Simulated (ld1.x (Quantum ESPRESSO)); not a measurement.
## Pseudopotential generation for In (Z = 49): PAW, PBE, scalar-relativistic.

Input for ld1.x (Quantum ESPRESSO) 7.5:

```
&input
   title='In', zed=49., rel=1, dft='PBE', iswitch=3,
   config='[Kr] 4d10 5s2 5p1',
   nld=3, rlderiv=2.75, eminld=-3.0, emaxld=5.0, deld=0.02
 /
 &inputp
   pseudotype=3, lpaw=.true., tm=.true., lloc=-1, rcloc=1.80,
   nlcc=.true., new_core_ps=.true.,
   which_augfun='PSQ', rmatch_augfun_nc=.true.,
   file_pseudopw='In.UPF', file_wfcaegen='ae.wfc', file_wfcncgen='nc.wfc', file_beta='beta', file_chi='chi', file_wfcusgen='us.wfc'
 /
6
5S  1  0   2.00   0.00  1.85  2.55  0.0
5S  1  0   0.00   0.40  1.85  2.55  0.0
5P  2  1   1.00   0.00  1.65  2.25  0.0
5P  2  1   0.00   0.40  1.65  2.25  0.0
4D  3  2  10.00   0.00  1.65  1.75  0.0
4D  3  2   0.00   3.60  1.65  1.75  0.0
 &test
   configts(1)='4d10 5s2 5p1'
 /
```

Command:

```bash
ld1.x < In.in > In.out
```

Resulting log (shortened: banner, matrices, multipoles, cross overlaps and the repeated all-electron block are left out):

```
Program LD1 v.7.5
     --------------------------- All-electron run ----------------------------

     In
     scalar relativistic calculation

     atomic number is 49.00
     dft =PBE   lsd =0 sic =0 latt =0  beta=0.20 tr2=1.0E-14
     Exchange-correlation= PBE
                           (   1   4   3   4   0   0   0)
     mesh =1241 r(mesh) = 100.30140 a.u. xmin = -7.00 dx = 0.01250
     1 Ry =  13.60569312 eV, c = 137.03599908

     n l     nl                  e(Ry)          e(Ha)          e(eV)
     1 0     1S 1( 2.00)     -2039.9100     -1019.9550    -27754.3892
     2 0     2S 1( 2.00)      -305.4337      -152.7169     -4155.6374
     2 1     2P 1( 6.00)      -274.1375      -137.0687     -3729.8300
     3 0     3S 1( 2.00)       -57.9587       -28.9793      -788.5681
     3 1     3P 1( 6.00)       -47.7106       -23.8553      -649.1352
     4 0     4S 1( 2.00)        -8.7948        -4.3974      -119.6592
     4 1     4P 1( 6.00)        -5.7424        -2.8712       -78.1300
     3 2     3D 1(10.00)       -31.8038       -15.9019      -432.7123
     4 2     4D 1(10.00)        -1.3688        -0.6844       -18.6233
     5 0     5S 1( 2.00)        -0.6035        -0.3017        -8.2110
     5 1     5P 1( 1.00)        -0.1851        -0.0926        -2.5185

     final scf error:  6.6E-15 reached in  26 iterations

     Etot =  -11763.278081 Ry,   -5881.639040 Ha, -160047.551690 eV

     Ekin =   12261.098761 Ry,    6130.549381 Ha,  166820.747093 eV
     Encl =  -28443.021702 Ry,  -14221.510851 Ha, -386987.024767 eV
     Eh   =    4737.642377 Ry,    2368.821188 Ha,   64458.908302 eV
     Exc  =    -318.997517 Ry,    -159.498758 Ha,   -4340.182318 eV

     normalization and overlap integrals

     s(1S/1S) =  1.000000  <r> =   0.0297  <r2> =    0.0012  r(max) =   0.0192
     s(2S/2S) =  1.000000  <r> =   0.1285  <r2> =    0.0195  r(max) =   0.1090
     s(2P/2P) =  1.000000  <r> =   0.1122  <r2> =    0.0154  r(max) =   0.0870
     s(3S/3S) =  1.000000  <r> =   0.3486  <r2> =    0.1390  r(max) =   0.3153
     s(3P/3P) =  1.000000  <r> =   0.3471  <r2> =    0.1399  r(max) =   0.3075
     s(4S/4S) =  1.000000  <r> =   0.8480  <r2> =    0.8143  r(max) =   0.7658
     s(4P/4P) =  1.000000  <r> =   0.9218  <r2> =    0.9725  r(max) =   0.8152
     s(3D/3D) =  1.000000  <r> =   0.3243  <r2> =    0.1250  r(max) =   0.2581
     s(4D/4D) =  1.000000  <r> =   1.1828  <r2> =    1.6828  r(max) =   0.9354
     s(5S/5S) =  1.000000  <r> =   2.6097  <r2> =    7.8334  r(max) =   2.1612
     s(5P/5P) =  1.000000  <r> =   3.7447  <r2> =   16.6771  r(max) =   2.8453

     ------------------------ End of All-electron run ------------------------

     --------------------- Generating PAW atomic setup --------------------

      Generating local potential from pseudized AE potential:
      Matching radius rcloc =   1.8000

      Local pseudo, rcloc= 1.792 Estimated cut-off energy=     7.81 Ry

      Computing core charge for nlcc:

       r > 0.68 : true rho core
      Core charge pseudized with two Bessel functions
      Integrated core pseudo-charge :  13.42
      Wfc-us  5S rcutus= 2.543  Estimated cut-off energy=     7.26 Ry
      Wfc-us  5S rcutus= 2.543  Estimated cut-off energy=     9.72 Ry
      Wfc-us  5P rcutus= 2.244  Estimated cut-off energy=    14.21 Ry
      Wfc-us  5P rcutus= 2.244  Estimated cut-off energy=    14.93 Ry
      Wfc-us  4D rcutus= 1.747  Estimated cut-off energy=    38.89 Ry
      Wfc-us  4D rcutus= 1.747  Estimated cut-off energy=    33.20 Ry

     Required augmentation: PSQ   radius:    2.550000

     Q pseudized with Bessel functions
     Expected ecutrho=     158.5092 due to l1=  2   l2=  2

     Estimated PAW energy = -410.586337 Ryd

     ------------------- End of pseudopotential generation -------------------

     Computing logarithmic derivative in   2.75784
     Computing logarithmic derivative in   2.75784
     Computing the partial wave expansion
     R is outside the sphere for l=    0 j= 0.00
     R is outside the sphere for l=    0 j= 0.00
     R is outside the sphere for l=    1 j= 0.00
     R is outside the sphere for l=    1 j= 0.00
     R is outside the sphere for l=    2 j= 0.00
     R is outside the sphere for l=    2 j= 0.00

     ---------------------- Testing the pseudopotential ----------------------

     In
     scalar relativistic calculation

     atomic number is 49.00   valence charge is 13.00
     dft = SLA  PW   PBX  PBC   lsd =0 sic =0 latt =0  beta=0.20 tr2=1.0E-14
     mesh =1241 r(mesh) = 100.30140 xmin = -7.00 dx = 0.01250

     n l     nl             e AE (Ry)        e PS (Ry)    De AE-PS (Ry)
     3 2     4D   1(10.00)       -1.36879       -1.36879        0.00001
     1 0     5S   1( 2.00)       -0.60349       -0.60350        0.00000
     2 1     5P   1( 1.00)       -0.18511       -0.18511        0.00000

     eps = 2.0E-17  iter =  6

     Etot =  -11763.278081 Ry,   -5881.639040 Ha, -160047.551690 eV
     Etotps =  -410.586357 Ry,    -205.293179 Ha,   -5586.311978 eV

     Ekin =     220.544637 Ry,     110.272318 Ha,    3000.662651 eV
     Encl =    -415.362672 Ry,    -207.681336 Ha,   -5651.297053 eV
     Ehrt =     103.229187 Ry,      51.614593 Ha,    1404.504638 eV
     Ecxc =    -318.997509 Ry,    -159.498754 Ha,   -4340.182213 eV
     (Ecc =     -30.287144 Ry,     -15.143572 Ha,    -412.077593 eV)

     ---------------------- End of pseudopotential test ----------------------
```

Note: ghost state, extra bound levels that the all-electron valence spectrum of the same l lacks: s at -6.6 eV. A true bound ghost makes a file unfit for plane-wave use.

Generation and configuration tests took about 3.1 s on one core of a shared server CPU.

Transferability test of the new file with ld1.x, input:

```
&input
   title='In', zed=49., rel=1, dft='PBE', iswitch=2,
   config='[Kr] 4d10 5s2 5p1'
 /
 &test
   file_pseudo='In.UPF', nconf=8,
   configts(1)='4d10 5s2 5p1',
   configts(2)='4d10 5s2 5p0',
   configts(3)='4d10 5s1 5p0',
   configts(4)='4d10 5s0 5p0',
   configts(5)='4d10 5s2 5p0.5',
   configts(6)='4d10 5s0 5p3',
   configts(7)='4d10 5s2 5p1.3',
   configts(8)='4d9 5s0 5p0'
 /
```

```bash
ld1.x < In.test.in > In.test.out
```

Pseudopotential blocks of its output, shortened (energy terms left out; the distinct warnings before each block abridged to one line each):

```
     ---------------------- Testing the pseudopotential ----------------------

     n l     nl             e AE (Ry)        e PS (Ry)    De AE-PS (Ry)
     3 2     4D   1(10.00)       -1.36879       -1.36879        0.00001
     1 0     5S   1( 2.00)       -0.60349       -0.60350        0.00000
     2 1     5P   1( 1.00)       -0.18511       -0.18511        0.00000

     eps = 2.8E-16  iter =  6

     Etot =  -11763.278081 Ry,   -5881.639040 Ha, -160047.551690 eV
     Etotps =  -410.586357 Ry,    -205.293179 Ha,   -5586.311979 eV

     ---------------------- End of pseudopotential test ----------------------

          ---------------------- Testing the pseudopotential ----------------------

     n l     nl             e AE (Ry)        e PS (Ry)    De AE-PS (Ry)
     3 2     4D   1(10.00)       -1.91631       -1.91665        0.00033
     1 0     5S   1( 2.00)       -1.09694       -1.09693       -0.00002
     2 1     5P   1( 0.00)       -0.61969       -0.61971        0.00002

     eps = 3.2E-15  iter = 14

     Etot =  -11762.883901 Ry,   -5881.441951 Ha, -160042.188603 eV
     Etotps =  -410.192073 Ry,    -205.096036 Ha,   -5580.947467 eV
     dEtot_ae =       0.394180 Ry
     dEtot_ps =       0.394284 Ry,   Delta E=      -0.000105 Ry

     ---------------------- End of pseudopotential test ----------------------

          Warning: convergence not achieved
     Warning: n=1, l=0 expected 0 nodes, found 1
     Warning: n=3, l=2 expected 0 nodes, found 1
     ---------------------- Testing the pseudopotential ----------------------

     n l     nl             e AE (Ry)        e PS (Ry)    De AE-PS (Ry)
     3 2     4D   1(10.00)       -2.68486       -2.75741        0.07255  !
     1 0     5S   1( 1.00)       -1.73982       -1.73325       -0.00657  !
     2 1     5P   1( 0.00)       -1.19185       -1.19621        0.00437

     eps = 2.3E-01  iter =201

     Etot =  -11761.470178 Ry,   -5880.735089 Ha, -160022.953921 eV
     Etotps =  -410.429178 Ry,    -205.214589 Ha,   -5584.173440 eV
     dEtot_ae =       1.807903 Ry
     dEtot_ps =       0.157180 Ry,   Delta E=       1.650723 Ry

     ---------------------- End of pseudopotential test ----------------------

          ---------------------- Testing the pseudopotential ----------------------

     n l     nl             e AE (Ry)        e PS (Ry)    De AE-PS (Ry)
     3 2     4D   1(10.00)       -3.51966       -3.52305        0.00340
     1 0     5S   1( 0.00)       -2.43012       -2.43011       -0.00002
     2 1     5P   1( 0.00)       -1.81351       -1.81436        0.00086

     eps = 6.6E-18  iter =  9

     Etot =  -11759.388675 Ry,   -5879.694338 Ha, -159994.633626 eV
     Etotps =  -406.695330 Ry,    -203.347665 Ha,   -5533.371851 eV
     dEtot_ae =       3.889406 Ry
     dEtot_ps =       3.891028 Ry,   Delta E=      -0.001622 Ry

     ---------------------- End of pseudopotential test ----------------------

          ---------------------- Testing the pseudopotential ----------------------

     n l     nl             e AE (Ry)        e PS (Ry)    De AE-PS (Ry)
     3 2     4D   1(10.00)       -1.62509       -1.62519        0.00010
     1 0     5S   1( 2.00)       -0.83741       -0.83740       -0.00001
     2 1     5P   1( 0.50)       -0.39025       -0.39025        0.00000

     eps = 9.2E-15  iter = 10

     Etot =  -11763.135469 Ry,   -5881.567734 Ha, -160045.611355 eV
     Etotps =  -410.443712 Ry,    -205.221856 Ha,   -5584.371184 eV
     dEtot_ae =       0.142612 Ry
     dEtot_ps =       0.142646 Ry,   Delta E=      -0.000034 Ry

     ---------------------- End of pseudopotential test ----------------------

          ---------------------- Testing the pseudopotential ----------------------

     n l     nl             e AE (Ry)        e PS (Ry)    De AE-PS (Ry)
     3 2     4D   1(10.00)       -1.59542       -1.59632        0.00090
     1 0     5S   1( 0.00)       -0.73951       -0.74412        0.00462
     2 1     5P   1( 3.00)       -0.28182       -0.28183        0.00001

     eps = 9.1E-15  iter = 13

     Etot =  -11762.399986 Ry,   -5881.199993 Ha, -160035.604596 eV
     Etotps =  -409.708063 Ry,    -204.854032 Ha,   -5574.362180 eV
     dEtot_ae =       0.878095 Ry
     dEtot_ps =       0.878294 Ry,   Delta E=      -0.000199 Ry

     ---------------------- End of pseudopotential test ----------------------

          ---------------------- Testing the pseudopotential ----------------------

     n l     nl             e AE (Ry)        e PS (Ry)    De AE-PS (Ry)
     3 2     4D   1(10.00)       -1.23747       -1.23747       -0.00000
     1 0     5S   1( 2.00)       -0.48053       -0.48054        0.00001
     2 1     5P   1( 1.30)       -0.07809       -0.07809        0.00000

     eps = 6.7E-15  iter = 15

     Etot =  -11763.317192 Ry,   -5881.658596 Ha, -160048.083822 eV
     Etotps =  -410.625471 Ry,    -205.312736 Ha,   -5586.844147 eV
     dEtot_ae =      -0.039111 Ry
     dEtot_ps =      -0.039114 Ry,   Delta E=       0.000003 Ry

     ---------------------- End of pseudopotential test ----------------------

          ---------------------- Testing the pseudopotential ----------------------

     n l     nl             e AE (Ry)        e PS (Ry)    De AE-PS (Ry)
     3 2     4D   1( 9.00)       -4.78572       -4.81446        0.02874  !
     1 0     5S   1( 0.00)       -3.32822       -3.32883        0.00060
     2 1     5P   1( 0.00)       -2.61880       -2.62419        0.00539  !

     eps = 5.2E-15  iter = 10

     Etot =  -11755.244168 Ry,   -5877.622084 Ha, -159938.244736 eV
     Etotps =  -402.535146 Ry,    -201.267573 Ha,   -5476.769663 eV
     dEtot_ae =       8.033913 Ry
     dEtot_ps =       8.051212 Ry,   Delta E=      -0.017299 Ry

     ---------------------- End of pseudopotential test ----------------------
```
